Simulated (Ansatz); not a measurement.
Si(OMe)2Cl2 (C₂H₆Cl₂O₂Si). Total charge 0; singlet. Geometry r2SCAN-D4/def2-SVP.

```xyz
13

Si   -0.1917   -0.1063   -0.1138
O     0.4799   -0.5721    1.2939
C     0.0694   -1.6723    2.0861
H    -0.9788   -1.5590    2.4130
H     0.7156   -1.7095    2.9742
H     0.1707   -2.6215    1.5320
O     0.6336    1.2015   -0.6220
C     0.3873    1.9280   -1.8127
H     0.5148    1.2882   -2.7031
H     1.1122    2.7526   -1.8619
H    -0.6327    2.3499   -1.8184
Cl   -2.1885    0.3422    0.1421
Cl   -0.0918   -1.6217   -1.5094
```

B3LYP takes the VWN-RPA correlation.

Problem. Estimate the orbital energies around the gap (eV) in Ansatz with HF/STO-3G, PBE-D4/def2-SVP, PBE-D4/def2-TZVP, B97M-V/def2-TZVP, B3LYP-D4/6-31G.

Solution. 
```json
{"orbital": "HOMO−13", "HF/STO-3G": "-16.71", "PBE-D4/def2-SVP": "-11.67", "PBE-D4/def2-TZVP": "-11.77", "B97M-V/def2-TZVP": "-12.29", "B3LYP-D4/6-31G": "-13.49"}
{"orbital": "HOMO−12", "HF/STO-3G": "-16.40", "PBE-D4/def2-SVP": "-11.42", "PBE-D4/def2-TZVP": "-11.51", "B97M-V/def2-TZVP": "-12.04", "B3LYP-D4/6-31G": "-13.33"}
{"orbital": "HOMO−11", "HF/STO-3G": "-16.14", "PBE-D4/def2-SVP": "-11.15", "PBE-D4/def2-TZVP": "-11.25", "B97M-V/def2-TZVP": "-11.78", "B3LYP-D4/6-31G": "-12.95"}
{"orbital": "HOMO−10", "HF/STO-3G": "-14.98", "PBE-D4/def2-SVP": "-10.88", "PBE-D4/def2-TZVP": "-11.00", "B97M-V/def2-TZVP": "-11.51", "B3LYP-D4/6-31G": "-12.53"}
{"orbital": "HOMO−9", "HF/STO-3G": "-14.74", "PBE-D4/def2-SVP": "-10.81", "PBE-D4/def2-TZVP": "-10.91", "B97M-V/def2-TZVP": "-11.44", "B3LYP-D4/6-31G": "-12.50"}
{"orbital": "HOMO−8", "HF/STO-3G": "-13.53", "PBE-D4/def2-SVP": "-9.89", "PBE-D4/def2-TZVP": "-9.99", "B97M-V/def2-TZVP": "-10.52", "B3LYP-D4/6-31G": "-11.57"}
{"orbital": "HOMO−7", "HF/STO-3G": "-12.19", "PBE-D4/def2-SVP": "-8.44", "PBE-D4/def2-TZVP": "-8.62", "B97M-V/def2-TZVP": "-9.11", "B3LYP-D4/6-31G": "-10.14"}
{"orbital": "HOMO−6", "HF/STO-3G": "-11.62", "PBE-D4/def2-SVP": "-8.40", "PBE-D4/def2-TZVP": "-8.59", "B97M-V/def2-TZVP": "-9.07", "B3LYP-D4/6-31G": "-9.97"}
{"orbital": "HOMO−5", "HF/STO-3G": "-11.15", "PBE-D4/def2-SVP": "-7.89", "PBE-D4/def2-TZVP": "-8.09", "B97M-V/def2-TZVP": "-8.58", "B3LYP-D4/6-31G": "-9.45"}
{"orbital": "HOMO−4", "HF/STO-3G": "-10.77", "PBE-D4/def2-SVP": "-7.72", "PBE-D4/def2-TZVP": "-7.91", "B97M-V/def2-TZVP": "-8.39", "B3LYP-D4/6-31G": "-9.25"}
{"orbital": "HOMO−3", "HF/STO-3G": "-10.70", "PBE-D4/def2-SVP": "-7.68", "PBE-D4/def2-TZVP": "-7.87", "B97M-V/def2-TZVP": "-8.36", "B3LYP-D4/6-31G": "-9.07"}
{"orbital": "HOMO−2", "HF/STO-3G": "-10.45", "PBE-D4/def2-SVP": "-7.51", "PBE-D4/def2-TZVP": "-7.72", "B97M-V/def2-TZVP": "-8.21", "B3LYP-D4/6-31G": "-9.04"}
{"orbital": "HOMO−1", "HF/STO-3G": "-10.33", "PBE-D4/def2-SVP": "-7.10", "PBE-D4/def2-TZVP": "-7.29", "B97M-V/def2-TZVP": "-7.77", "B3LYP-D4/6-31G": "-8.71"}
{"orbital": "HOMO", "HF/STO-3G": "-10.23", "PBE-D4/def2-SVP": "-6.94", "PBE-D4/def2-TZVP": "-7.13", "B97M-V/def2-TZVP": "-7.61", "B3LYP-D4/6-31G": "-8.53"}
{"orbital": "LUMO", "HF/STO-3G": "7.53", "PBE-D4/def2-SVP": "-0.05", "PBE-D4/def2-TZVP": "-0.50", "B97M-V/def2-TZVP": "-0.04", "B3LYP-D4/6-31G": "-0.58"}
{"orbital": "LUMO+1", "HF/STO-3G": "10.66", "PBE-D4/def2-SVP": "1.02", "PBE-D4/def2-TZVP": "0.42", "B97M-V/def2-TZVP": "0.69", "B3LYP-D4/6-31G": "1.49"}
{"orbital": "LUMO+2", "HF/STO-3G": "11.02", "PBE-D4/def2-SVP": "1.03", "PBE-D4/def2-TZVP": "0.51", "B97M-V/def2-TZVP": "0.80", "B3LYP-D4/6-31G": "1.52"}
{"orbital": "LUMO+3", "HF/STO-3G": "13.16", "PBE-D4/def2-SVP": "1.35", "PBE-D4/def2-TZVP": "0.78", "B97M-V/def2-TZVP": "1.06", "B3LYP-D4/6-31G": "1.80"}
{"orbital": "LUMO+4", "HF/STO-3G": "17.05", "PBE-D4/def2-SVP": "1.71", "PBE-D4/def2-TZVP": "1.18", "B97M-V/def2-TZVP": "1.46", "B3LYP-D4/6-31G": "2.48"}
{"orbital": "LUMO+5", "HF/STO-3G": "17.64", "PBE-D4/def2-SVP": "1.98", "PBE-D4/def2-TZVP": "1.19", "B97M-V/def2-TZVP": "1.57", "B3LYP-D4/6-31G": "3.22"}
```
